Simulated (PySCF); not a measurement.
**A small calculation by hand: oscillator strength and radiative lifetime**

4-fluoro-2,3-dihydrofuran (C₄H₅FO), SMILES FC1=COCC1.

Geometry: PBE-D3(BJ)/def2-SVP. A frequency run showed that this geometry is not a minimum. The values are those of a single conformer.

TDA-PBE/def2-SVPD (PySCF) puts the first singlet state with f over 0.02 at 5.62 eV (vertical), with the transition dipole (0.643, -0.566, 0.000) in atomic units.

Problem. Find the oscillator strength, the wavelength and the radiative lifetime that this transition would have in vacuum if emission retraced absorption.

Solution. 
|μ|² = 0.7338 au, so |μ| = 2.18 D. ΔE = 5.62/27.211 = 0.2065 hartree. f = (2/3) ΔE |μ|² = 0.101 (the program prints 0.101).
λ = 1239.84/5.62 = 221 nm; ν = 45328 cm⁻¹.
Einstein's coefficient A = 0.6670 ν² f s⁻¹ (ν in cm⁻¹) = 1.4e8 s⁻¹, so τ = 1/A = 7.2 ns. This state is S3; the lower singlets have f = 0.001, 0.001. The figure is the radiative limit of this one transition; relaxation, internal conversion, crossing to triplets and a medium change what is measured.
